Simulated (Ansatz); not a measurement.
Energy needed to pull apart CH2Br (SMILES [CH2]Br), doublet, into free ground-state atoms, from the structure below (displaced at random from a GFN2-xTB minimum); no zero-point or spin–orbit terms; open-shell atoms are treated unrestricted, in their ground-state multiplicity.

C1  (0.003, -0.188, -0.140)
Br2  (0.171, 1.381, 0.844)
H3  (-0.365, -0.134, -1.107)
H4  (0.225, -1.123, 0.380)
(Å)

Computed with Ansatz 0.2.0 (basis: def2-TZVPP); correlated methods freeze the cores; orbitals are unrestricted. Filled d shells of the heavier atoms are correlated. The def2 sets are not built for correlating such inner shells, so the correlated values are less sure here. B3LYP uses VWN-RPA correlation.

```tsv
method	atomization energy (eV)
PBE-D4	12.37
revPBE-D4	12.06
r2SCAN-D4	12.21
PBE0-D4	?
B3LYP-D4	12.00
wB97M-V	11.92
HF	8.75
MP2	11.77
CCSD	?
CCSD(T)	11.66
```

Task: What does CCSD give? (Judge from chemistry; the value comes from the calculation.)

Result: The calculation gives: 11.48 eV, which is about 0.18 eV less than CCSD(T)/def2-TZVPP.

Task: What does PBE0-D4 give? (Judge from chemistry; the value comes from the calculation.)

Result: By the calculation: 12.14 eV, which is about 0.48 eV more than CCSD(T)/def2-TZVPP.

In triple zeta the MP2 and coupled-cluster atomization energies are still short of their basis limit by a few kcal/mol a bond, whereas those of the functionals are nearly converged, so these differences are not deviations from converged CCSD(T).

T1 diagnostic: at most 0.014. ⟨S²⟩ of the unrestricted Hartree–Fock references: 0.77 (a pure state has 0.75).

For scale, one of the runs: CCSD(T)/def2-TZVPP forces, 107 basis functions (an equivalent command: `ansatz run in.yaml --threads 4`). The run took 49 s on 4 CPU threads (shared host), with 1.4 GiB of host memory at its peak.
